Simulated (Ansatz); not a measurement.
Rh5⁺, relaxed as a singlet with RKS r2SCAN-D4/def2-SVP in Ansatz, starting from the GFN1-xTB geometry. Force threshold 0.02 eV/Å.

In the def2 sets Rh takes a core potential; there is no spin–orbit coupling. The restricted singlet is unstable towards broken spin symmetry in Hartree–Fock (as tested in another run); at r2SCAN-D4/def2-SVP this wasn't settled. The relaxation made no stability test and no search for a lower SCF solution. No other spin state of charge 1 was run. The structure comes from a short search, and lower isomers may exist.

Start:

```csv
atom,x (Å),y (Å),z (Å)
Rh1,0.4935,-0.8648,-1.3382
Rh2,-1.5613,0.3187,-0.9835
Rh3,-0.6201,1.1170,1.0726
Rh4,0.1294,-1.1936,1.0411
Rh5,1.5585,0.6227,0.2080
```

```tsv
step	energy (eV)	largest force component (eV/Å)	SCF passes
1	-15038.6027	0.582	73
2 (rejected)	-15038.5942	0.672	73
3	-15038.6686	0.203	68
4	-15038.7202	0.380	62
5	-15038.9217	0.871	123
6	-15039.0069	1.024	52
7	-15039.1265	0.248	42
8 (rejected)	-15039.1221	0.180	46
9	-15039.1323	0.031	39
10	-15039.1324	0.006	38
```

Force components are those of the run's own axes.

End:

```xyz
5

Rh    0.597   -0.740   -1.457
Rh   -1.574    0.014   -0.738
Rh   -0.548    1.298    1.022
Rh   -0.099   -1.116    0.872
Rh    1.623    0.545    0.302
```

By distances, no bond broke or formed. The bond that changes most is Rh2–Rh4, from 3.04 to 2.46 Å (atoms count from 1).

No frequencies were taken in this run, so the end may be a saddle point.

Run time 88 s (4 threads of Arm Neoverse V1 on a shared host).
